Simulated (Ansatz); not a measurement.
AlBrH6Si2. Total charge 0; spin multiplicity 1. The bonds changed during the relaxation, so this is another structure than the one it started from.

Cartesian coordinates in Å:
```
Al 1.320 1.762 0.716
Si -0.359 0.029 0.723
Si -1.208 -1.116 -1.129
Br 1.869 -0.800 0.901
H 1.708 2.413 2.104
H 1.845 2.235 -0.699
H -0.992 -0.482 1.973
H -1.192 -2.586 -0.906
H -0.382 -0.782 -2.318
H -2.609 -0.673 -1.365
```

(1) List the harmonic frequencies (cm⁻¹, unscaled) at PBE0-D4/def2-TZVP in Ansatz. (Best estimate.)

(2) Is this a minimum?

(3) Give the ideal-gas thermochemistry at 298.15 K and 1 bar (rigid rotor, harmonic oscillator; point group C1, symmetry number 1).

(4) And at 400, 500, 600, 800 and 1000 K?

(5) Rotational constants (cm⁻¹)?

## Answers

(1) Computed: 79, 89, 102, 143, 295, 337, 363, 388, 469, 502, 514, 561, 637, 707, 739, 868, 931, 935, 1932, 1949, 2199, 2215, 2228, 2240.

(2) Yes, all 24 modes are real.

(3) Zero-point energy 128.1 kJ/mol; H(298) − E = 153.2 kJ/mol; entropy 388.2 J/(mol·K), of which translation 172.8, rotation 121.4, vibration 94.0; G(298) − E = 37.4 kJ/mol. Modes under 100 cm⁻¹ are hindered rotations or soft bends, so the harmonic entropy is rough.

(4) 
```tsv
T (K)	H − E (kJ/mol)	S (J/mol/K)	G − E (kJ/mol)
400	167.4	429.1	-4.3
500	182.9	463.6	-48.9
600	199.6	494.1	-96.8
800	235.7	545.9	-201.0
1000	274.6	589.3	-314.7
```

(5) 0.0851, 0.04303, 0.03213.
